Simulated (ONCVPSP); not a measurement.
**Scattering properties, ONCV potential for Be**

- Element: Be (Z = 4)
- Generator: ONCVPSP 4.0.1
- Type: optimised norm-conserving Vanderbilt (ONCV)
- Functional: PBE
- Relativity: scalar-relativistic
- Frozen core: [He]
- Valence charge: 2
- Reference configuration: 2s2
- Partial waves: 2s: rc 1.65 bohr, ncon 4, nbas 8, qcut 3.6 1/bohr, local; p scattering state at 0.11 Ha: rc 2.30 bohr, ncon 4, nbas 8, qcut 4.3 1/bohr, 2 projectors, debl 3.8 Ha; d scattering state at 0.15 Ha: rc 1.65 bohr, ncon 5, nbas 8, qcut 5 1/bohr, 2 projectors, debl 3.1 Ha
- Local potential: the s channel
- Core correction: polynomial model core, fcfact 0.25

In the p channel the program set the typed energies aside and used 0.050, 3.850 Ha.

The phase is arctan(r·R′/R) of the radial function R(r), unwrapped; energies in Ha, scanned from -2 to 5 Ha. A pole is an energy at which the radial function vanishes at the test radius. The pseudo phase is shifted by a multiple of π to meet the all-electron one at the reference energy, and phase errors are pseudo minus all-electron; the curves can meet again beyond the range given. Levels narrower than the energy grid can be missing from the lists of poles.

Problem. For each channel, where are the poles, and over which energies does the pseudopotential scatter like the atom?

Solution.

| channel | radius (bohr) | reference energy (Ha) | poles, all-electron | poles, pseudo | unbroken range about the reference energy with phases within 0.05 rad | phase error 1 Ha above the reference energy (rad) |
| --- | --- | --- | --- | --- | --- | --- |
| s | 1.68 | -0.21 | 2.23 | 1.95 | below 2.2 | -0.013 |
| p | 2.33 | 0.05 | 0.60, 3.63 | 0.61, 3.63 | below 1.3 | +0.018 |
| d | 1.68 | 0.15 | 4.39 | 4.39 | the whole range | +0.000 |

Phases in the d channel:

```
E (Ha)  all-electron  pseudo
 -1.98         1.232   1.232
 -1.80         1.218   1.218
 -1.62         1.202   1.202
 -1.44         1.183   1.183
 -1.26         1.163   1.163
 -1.08         1.139   1.139
 -0.90         1.113   1.113
 -0.72         1.081   1.081
 -0.54         1.044   1.044
 -0.36         0.999   0.999
 -0.18         0.946   0.946
  0.00         0.879   0.879
  0.18         0.796   0.796
  0.36         0.690   0.690
  0.54         0.554   0.554
  0.72         0.380   0.380
  0.90         0.166   0.166
  1.08        -0.081  -0.081
  1.26        -0.336  -0.336
  1.44        -0.568  -0.568
  1.62        -0.761  -0.761
  1.80        -0.914  -0.914
  1.98        -1.034  -1.034
  2.16        -1.128  -1.128
  2.34        -1.203  -1.203
  2.52        -1.264  -1.264
  2.70        -1.314  -1.314
  2.88        -1.356  -1.356
  3.06        -1.393  -1.393
  3.24        -1.425  -1.425
  3.42        -1.453  -1.453
  3.60        -1.478  -1.478
  3.78        -1.502  -1.502
  3.96        -1.523  -1.523
  4.14        -1.544  -1.544
  4.32        -1.563  -1.563
  4.50        -1.582  -1.582
  4.68        -1.601  -1.601
  4.86        -1.620  -1.620
```
